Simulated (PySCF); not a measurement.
## K: ionisation energy

K [Ar] 4s1 (2S) → K+ [Ar] (1S), as a difference of total energies. Calculation: PySCF 2.14, in x2c-SVPall (5s3p2d, 24 functions); scalar relativity by spin-free X2C-1e. The calculations carry no spin-orbit coupling.

```csv
method,ionisation energy (eV)
UHF,3.995
TPSS,4.258
PBE0,4.380
```

For comparison: 4.341 eV (measured; NIST Atomic Spectra Database, ionization energies).
